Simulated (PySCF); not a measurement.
Working out the ionisation energy of In²⁺

In²⁺ [Kr] 4d10 5s1 (2S) → In³⁺ [Kr] 4d10 (1S). Computed with PySCF 2.14 in aug-cc-pwCVTZ-PP with ECP28MDF, with a scalar-relativistic core potential. Frozen: nothing. Energies in hartree (1 hartree = 27.21139 eV):

```json
{"part": "UHF", "In²⁺ (lower)": "-188.393763", "In³⁺ (upper)": "-187.415521"}
{"part": "MP2 opposite-spin", "In²⁺ (lower)": "-0.433933", "In³⁺ (upper)": "-0.402667"}
{"part": "MP2 same-spin", "In²⁺ (lower)": "-0.217066", "In³⁺ (upper)": "-0.193313"}
```

Q: What does Hartree-Fock give?

A: (-187.415521) − (-188.393763) = 0.978242 hartree = 26.619 eV.

Q: What do MP2 and SCS-MP2 (6/5 opposite-spin, 1/3 same-spin) give?

A: The opposite-spin parts differ by 0.851 eV and the same-spin parts by 0.646 eV. MP2: 26.619 + (0.851) + (0.646) = 28.116 eV. SCS-MP2: 26.619 + 1.2 × (0.851) + (0.646)/3 = 27.856 eV.

Measured between the centres of the two terms (NIST): 28.044 eV, so MP2 (valence and next inner shell) is off by 0.072 eV.

What remains against the reference includes basis incompleteness and correlation beyond second order.
